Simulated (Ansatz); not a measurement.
One geometry of As₂Se, several levels of theory.

```yaml
crystal:
  periodic: [false, false, false]
  atoms:
    - {symbol: As, position_ang: [-0.450100, 0.767215, -0.971456]}
    - {symbol: As, position_ang: [0.940468, 0.563250, 0.729724]}
    - {symbol: Se, position_ang: [-0.490368, -1.330465, 0.241733]}
basis:
  gaussian: {orbitals: def2-TZVPD, initial_orbitals: start.molden}
hamiltonian: {xc: r2scan, dispersion: d4}
scf: {omitted_lower_state_checks: [starts]}
output: {orbitals: {seedname: orbitals}}
```

The file start.molden holds the orbitals of an earlier run on this structure, at another level or in another basis.

```sh
$ ansatz run in.yaml --threads 4 --pin off --events-out ev --progress --plain --max-ram 3916MiB
```

It prints (some lines left out):

```
Functional definition: r2SCAN
1237 factors; their error is unknown
mean field evaluation 1: about -187032.3217 eV, gradient 1.4e1 eV
mean field evaluation 2: about -187032.4199 eV, gradient 1.8e-1 eV
mean field evaluation 4: about -187032.3963 eV, gradient 1.2e-1 eV
mean field -187032.39628862 eV, -6873.3137884953 hartree, gradient 3.2e-5 eV, S^2 0.000000; 0 other end points of the search recorded, 0 dependent functions left out
reference -187032.39629888 eV, -6873.3137888722 hartree; 50, 50 occupied and 115, 115 virtual orbitals, 1237 factors
Total energy: -187032.42104093 eV, -6873.3146981258 hartree
Checks for a lower state left out: starts
```

Hardware: 4 threads of Intel Xeon Platinum 8259CL on a shared host. Wall time 4.1 s.

The first input with `gaussian: {orbitals: def2-TZVP, initial_orbitals: start.molden}`, `hamiltonian: {xc: pbe}`, `correlation: {method: rpa}` and without the key `output` (abridged; 8 s):

```
Functional definition: PBE
mean field -187005.40122590 eV, -6872.3217382381 hartree, gradient 1.1e-6 eV, S^2 0.000000; unrestricted orbitals would lower it
mean field evaluation 16: about -186894.9772 eV, gradient 2.3e0 eV
27 core orbitals not correlated: weight in the atoms' cores, before any rotation towards them, 1.000 or more for the frozen orbitals, at most 0.000 for the correlated occupied ones
Total energy: -186924.35490929 eV, -6869.3433410379 hartree
Checks for a lower state left out: starts
```

First input, but with `gaussian: {orbitals: def2-SVP, initial_orbitals: start.molden}`, `hamiltonian: {xc: pbe0, dispersion: d4}` (abridged; 1.7 s):

```
Functional definition: PBE0
mean field -186987.52995496 eV, -6871.6649811446 hartree, gradient 1.0e-5 eV, S^2 0.000000
Total energy: -186987.64770507 eV, -6871.6693083813 hartree
Checks for a lower state left out: starts
```

As the first input, with `gaussian: {orbitals: def2-TZVP, initial_orbitals: start.molden}`, `hamiltonian: {xc: {name: B97M-V}}` (abridged; 4.8 s):

```
Functional definition: B97M-V
mean field -186998.49761030 eV, -6872.0680350442 hartree, gradient 1.4e-5 eV, S^2 0.000000
Total energy: -186998.49764991 eV, -6872.0680364998 hartree
Checks for a lower state left out: starts
```

First input, but with `gaussian: {orbitals: STO-3G}`, `hamiltonian: {xc: hf}` (abridged; 0.45 s):

```
Functional definition: HF
mean field -184823.67918234 eV, -6792.1449319617 hartree, gradient 1.4e-5 eV, S^2 0.000000
Total energy: -184823.67918234 eV, -6792.1449319617 hartree
Checks for a lower state left out: starts
```

The first input with `gaussian: {orbitals: def2-TZVP, initial_orbitals: start.molden}`, `hamiltonian: {xc: pbe0, dispersion: d4}` (abridged; 3.3 s):

```
Functional definition: PBE0
mean field -187010.64938199 eV, -6872.5146044171 hartree, gradient 3.0e-5 eV, S^2 0.000000
Total energy: -187010.76713429 eV, -6872.5189317346 hartree
Checks for a lower state left out: starts
```

The first input with `gaussian: {orbitals: def2-SVP, initial_orbitals: start.molden}`, `hamiltonian: {xc: pbe, dispersion: d4}` (abridged; 0.85 s):

```
Functional definition: PBE
mean field -186982.28092504 eV, -6871.4720828532 hartree, gradient 9.2e-6 eV, S^2 0.000000
Total energy: -186982.42121773 eV, -6871.4772385143 hartree
Checks for a lower state left out: starts
```

Geometry: PBE0-D4/def2-TZVP.

Correlated methods freeze 27 core orbitals; core or outer-core shells of As, Se are correlated, in sets that lack core-valence functions. The restricted singlet is unstable towards broken spin symmetry at other levels; at r2SCAN-D4/def2-TZVPD, PBE0-D4/def2-SVP, B97M-V/def2-TZVP, PBE-D4/def2-SVP this wasn't settled. At RPA@PBE/def2-TZVP, PBE0-D4/def2-TZVP the restricted singlet (for correlated methods, its reference) is unstable: a solution with broken spin symmetry lies lower. The restricted singlet is unstable towards broken spin symmetry in Hartree–Fock (as tested in another run); at HF/STO-3G this wasn't settled. The structure comes from a short search, and lower isomers may exist.
